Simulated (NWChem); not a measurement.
Program: NWChem. System: BI3, charge 0, spin multiplicity 1, displaced from the optimised geometry. The structure started from a generated list of species.

Job file:

```
start mol
memory heap 200 mb stack 900 mb global 1100 mb
geometry units angstroms nocenter noautoz
  B      0.000000     0.000000     0.000093
  I      0.000000     0.000000     2.177559
  I      1.885705     0.000000    -1.088784
  I     -1.885705     0.000000    -1.088784
  symmetry group C2v
end
basis spherical
  * library def2-svp
end
ecp
  I library def2-ecp
end
dft
  xc becke88 lyp
  semidirect memsize 60000000 filesize 0
  iterations 100
  convergence nodiis damp 40
end
task dft gradient
```

The output up to the point where the run's verdict is printed (cleaned and shortened):

```
             Northwest Computational Chemistry Package (NWChem) 7.3.0
             --------------------------------------------------------

                                NWChem Input Module
                                -------------------

 Scaling coordinates for geometry "geometry" by  1.889725989
 (inverse scale =  0.529177249)

 Turning off AUTOSYM since
 SYMMETRY directive was detected!

                             Geometry "geometry" -> ""
                             -------------------------

 Output coordinates in angstroms (scale by  1.889725989 to convert to a.u.)

  No.       Tag          Charge          X              Y              Z
 ---- ---------------- ---------- -------------- -------------- --------------
    1 B                    5.0000     0.00000000     0.00000000     0.00009300
    2 I                   53.0000     0.00000000     0.00000000     2.17755900
    3 I                   53.0000     1.88570500     0.00000000    -1.08878400
    4 I                   53.0000    -1.88570500     0.00000000    -1.08878400

 Effective nuclear repulsion energy (a.u.)    1375.5809272658

            Nuclear Dipole moment (a.u.)
            ----------------------------
        X                 Y               Z
 ---------------- ---------------- ----------------
     0.0000000000     0.0000000000    -0.0000226767

      Symmetry information
      --------------------

 Group name             C2v
 Group number             16
 Group order               4
 No. of unique centers     3

      Symmetry unique atoms

     1    2    3


 Summary of "ao basis" -> "" (spherical)
 ------------------------------------------------------------------------------
       Tag                 Description            Shells   Functions and Types
 ---------------- ------------------------------  ------  ---------------------
 *                          def2-svp                  on all atoms

                                 NWChem DFT Module
                                 -----------------

 Summary of "ao basis" -> "ao basis" (spherical)
 ------------------------------------------------------------------------------
[...]
 d= 0,ls=0.0         52   -888.1835691897  1.47D+01  2.48D-01               6.6
 d= 0,ls=0.0         53   -902.8967747524 -1.47D+01  2.48D-01               6.7
 d= 0,ls=0.0         54   -888.1835691897  1.47D+01  2.48D-01               6.8
 d= 0,ls=0.0         55   -902.8967747524 -1.47D+01  2.48D-01               6.9
 d= 0,ls=0.0         56   -888.1835691897  1.47D+01  2.48D-01               7.0
 d= 0,ls=0.0         57   -902.8967747524 -1.47D+01  2.48D-01               7.1
 d= 0,ls=0.0         58   -888.1835691897  1.47D+01  2.48D-01               7.2
 d= 0,ls=0.0         59   -902.8967747524 -1.47D+01  2.48D-01               7.3
 d= 0,ls=0.0         60   -888.1835691897  1.47D+01  2.48D-01               7.4
 d= 0,ls=0.0         61   -902.8967747524 -1.47D+01  2.48D-01               7.6
 d= 0,ls=0.0         62   -888.1835691897  1.47D+01  2.48D-01               7.7
 d= 0,ls=0.0         63   -902.8967747524 -1.47D+01  2.48D-01               7.8
 d= 0,ls=0.0         64   -888.1835691897  1.47D+01  2.48D-01               7.9
 d= 0,ls=0.0         65   -902.8967747523 -1.47D+01  2.48D-01               8.0
 d= 0,ls=0.0         66   -888.1835691897  1.47D+01  2.48D-01               8.2
 d= 0,ls=0.0         67   -902.8967747523 -1.47D+01  2.48D-01               8.3
 d= 0,ls=0.0         68   -888.1835691897  1.47D+01  2.48D-01               8.5
 d= 0,ls=0.0         69   -902.8967747523 -1.47D+01  2.48D-01               8.6
 d= 0,ls=0.0         70   -888.1835691897  1.47D+01  2.48D-01               8.8
 d= 0,ls=0.0         71   -902.8967747524 -1.47D+01  2.48D-01               8.9
 d= 0,ls=0.0         72   -888.1835691897  1.47D+01  2.48D-01               9.0
 d= 0,ls=0.0         73   -902.8967747523 -1.47D+01  2.48D-01               9.1
 d= 0,ls=0.0         74   -888.1835691897  1.47D+01  2.48D-01               9.3
 d= 0,ls=0.0         75   -902.8967747523 -1.47D+01  2.48D-01               9.4
 d= 0,ls=0.0         76   -888.1835691897  1.47D+01  2.48D-01               9.5
 d= 0,ls=0.0         77   -902.8967747523 -1.47D+01  2.48D-01               9.6
 d= 0,ls=0.0         78   -888.1835691897  1.47D+01  2.48D-01               9.8
 d= 0,ls=0.0         79   -902.8967747523 -1.47D+01  2.48D-01               9.9
 d= 0,ls=0.0         80   -888.1835691897  1.47D+01  2.48D-01              10.0
 d= 0,ls=0.0         81   -902.8967747523 -1.47D+01  2.48D-01              10.1
 d= 0,ls=0.0         82   -888.1835691897  1.47D+01  2.48D-01              10.2
 d= 0,ls=0.0         83   -902.8967747523 -1.47D+01  2.48D-01              10.3
 d= 0,ls=0.0         84   -888.1835691897  1.47D+01  2.48D-01              10.4
 d= 0,ls=0.0         85   -902.8967747523 -1.47D+01  2.48D-01              10.6
 d= 0,ls=0.0         86   -888.1835691897  1.47D+01  2.48D-01              10.7
 d= 0,ls=0.0         87   -902.8967747523 -1.47D+01  2.48D-01              10.8
 d= 0,ls=0.0         88   -888.1835691897  1.47D+01  2.48D-01              10.9
 d= 0,ls=0.0         89   -902.8967747523 -1.47D+01  2.48D-01              11.0
 d= 0,ls=0.0         90   -888.1835691897  1.47D+01  2.48D-01              11.1
 d= 0,ls=0.0         91   -902.8967747524 -1.47D+01  2.48D-01              11.2
 d= 0,ls=0.0         92   -888.1835691897  1.47D+01  2.48D-01              11.3
 d= 0,ls=0.0         93   -902.8967747523 -1.47D+01  2.48D-01              11.4
 d= 0,ls=0.0         94   -888.1835691897  1.47D+01  2.48D-01              11.5
 d= 0,ls=0.0         95   -902.8967747523 -1.47D+01  2.48D-01              11.6
 d= 0,ls=0.0         96   -888.1835691897  1.47D+01  2.48D-01              11.7
 d= 0,ls=0.0         97   -902.8967747523 -1.47D+01  2.48D-01              11.8
 d= 0,ls=0.0         98   -888.1835691897  1.47D+01  2.48D-01              11.9
 d= 0,ls=0.0         99   -902.8967747523 -1.47D+01  2.48D-01              12.0
 d= 0,ls=0.0        100   -888.1835691897  1.47D+01  2.48D-01              12.1
```

Convergence was not reached. The next line reads: Calculation failed to converge. NWChem stopped with the message: dft gradient failed.
